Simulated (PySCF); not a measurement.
## Working out the ionisation energy of Te⁺

Te⁺ [Kr] 4d10 5s2 5p3 (4S) → Te²⁺ [Kr] 4d10 5s2 5p2 (3P). Calculation: PySCF 2.14, in x2c-TZVPall (8s6p4d2f, 60 functions); the spin-free X2C one-electron Hamiltonian (Gaussian nucleus). Frozen: [Kr] 4d10. Energies in hartree (1 hartree = 27.21139 eV):

```
             part   Te⁺ (lower)  Te²⁺ (upper)
              UHF  -6790.569544  -6789.894794
MP2 opposite-spin     -0.043442     -0.037397
    MP2 same-spin     -0.015616     -0.007241
```

Task: What does Hartree-Fock give?

Result: (-6789.894794) − (-6790.569544) = 0.674750 hartree = 18.361 eV.

Task: What do MP2 and SCS-MP2 (6/5 opposite-spin, 1/3 same-spin) give?

Result: The opposite-spin parts differ by 0.164 eV and the same-spin parts by 0.228 eV. MP2: 18.361 + (0.164) + (0.228) = 18.753 eV. SCS-MP2: 18.361 + 1.2 × (0.164) + (0.228)/3 = 18.634 eV.

Reference: 18.6 ± 0.4 eV (measured; NIST Atomic Spectra Database, ionization energies), between the lowest levels; spin-orbit coupling is absent from the calculation.

What remains against the reference includes basis incompleteness, the frozen core and correlation beyond second order.
